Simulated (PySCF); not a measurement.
**From computed data to an observable: entropy of an ideal gas**

C2H6Te, SMILES C[Te]C.

Geometry optimised at PBE-D3(BJ)/def2-SVP. The def2 effective core potentials stand for the cores of Te; spin–orbit coupling is left out.

PBE-D3(BJ)/def2-SVP run with PySCF gives the harmonic wavenumbers 109, 120, 163, 510, 514, 753, 785, 818, 860, 1181, 1199, 1378, 1386, 1388, 1394, 2991, 2994, 3113, 3114, 3114, 3118 cm⁻¹ and the rotational temperatures 0.3867, 0.2812, 0.1704 K. The molar mass is 157.67 g/mol, the symmetry number 2, the spin multiplicity 1.

**Question.** Work out the entropy at 298.15 K and 1 atm in the rigid-rotor, harmonic-oscillator model.

**Answer.** 
Translation (Sackur–Tetrode at 1 atm): S = R[1.5 ln M + 2.5 ln T − 1.16487] = 171.9 J/(mol K).
Rotation: q = (√π/σ) T^1.5/√(θA θB θC) = 33500, S = R[ln q + 3/2] = 99.1 J/(mol K).
Vibration: with u = 1.4388 ν/T, each mode gives R[u/(e^u − 1) − ln(1 − e^−u)]:
```
ν (cm⁻¹)  modes     u  S (J/(mol K))
--------  -----  ----  -------------
109           1  0.53          13.75
120           1  0.58          12.97
163           1  0.79          10.52
510           1  2.46           2.65
514           1  2.48           2.61
753           1  3.63           1.04
785           1  3.79           0.92
818           1  3.95           0.81
860           1  4.15           0.68
1181          1  5.70           0.19
1199          1  5.79           0.17
1378          1  6.65           0.08
1386          1  6.69           0.08
1388          1  6.70           0.08
1394          1  6.73           0.08
```
The stiffer modes add less than 0.005 each. Sum 46.6 J/(mol K).
Spin: R ln 1 = 0.0 J/(mol K).
Total 317.6 J/(mol K); the program's own thermochemistry gives 317.6. Translation makes up 54 % and vibration 15 %. Anharmonicity, hindered rotation and orbital degeneracy are left out.
